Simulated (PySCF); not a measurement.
# N³⁺ (nitrogen, charge +3) across methods

[He] 2s2, closed-shell 1S. Calculation: PySCF 2.14, in cc-pV5Z; the non-relativistic Hamiltonian (point nucleus).

| method | E (hartree) | mean ε 1s (eV) | mean ε 2s (eV) | Σ⟨r²⟩ (bohr²) | ⟨S²⟩ |
| --- | --- | --- | --- | --- | --- |
| UHF | -51.08215 | -493.08 | -75.286 | 3.043 | 0.000 |
| LDA | -50.7209 | -447.30 | -67.756 | 3.039 | 0.000 |
| CAM-B3LYP | -51.1698 | -461.74 | -71.726 | 3.033 | 0.000 |
| M06 | -51.1838 | -461.70 | -70.109 | 3.003 | 0.000 |
| PBE0 | -51.1424 | -461.36 | -70.144 | 3.019 | 0.000 |
| MN15 | -51.1738 | -453.93 | -71.236 | 3.006 | 0.000 |
| PBE | -51.1301 | -450.56 | -68.083 | 3.017 | 0.000 |
| PBEsol | -50.9333 | -448.80 | -67.812 | 3.027 | 0.000 |
| r2SCAN | -51.1595 | -455.22 | -68.476 | 3.028 | 0.000 |
